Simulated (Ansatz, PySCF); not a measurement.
Reaction (SMILES): CCB(OC)OC [ethyl(dimethoxy)borane] + 6 [H][H] (H2) -> B (BH3) + 4 C (CH4) + 2 O (H2O)
Each molecule is optimised on its own at B3LYP-D3(BJ)/def2-TZVP (Ansatz, a program for electronic structure), one conformer each, not searched for the lowest. Frequencies are from Ansatz or PySCF.

Property: energy of full hydrogenation (enthalpy at 298 K, with B3LYP-D3(BJ) rigid-rotor harmonic-oscillator terms), in kcal/mol. Valence correlation only, unless marked. Spin-orbit coupling is left out. Non-relativistic. CBS(X,Y): correlation extrapolated as X^-3; Hartree-Fock from the larger set. [CCSD(T)-MP2]/basis is that difference in the basis named.

| level | program | energy of full hydrogenation (kcal/mol) |
|---|---|---|
| B3LYP-D3(BJ)/def2-TZVPD | Ansatz + dftd3 | -9.1 |
| B3LYP/def2-TZVPD | Ansatz | -16.6 |
| PBE0/6-31G* | Ansatz | (withheld) |
| PBE0-D4/def2-TZVP | Ansatz + dftd4 | (withheld) |
| B2PLYP/def2-TZVPD | Ansatz | -12.3 |
| RI-MP2/CBS(aug-cc-pVTZ,aug-cc-pVQZ)+[CCSD(T)-MP2]/aug-cc-pVTZ | Ansatz | -11.6 |

Question: Some entries are withheld; supply them.

Answer: 
- PBE0/6-31G*, energy of full hydrogenation (kcal/mol): 3.2
- PBE0-D4/def2-TZVP, energy of full hydrogenation (kcal/mol): -6.6
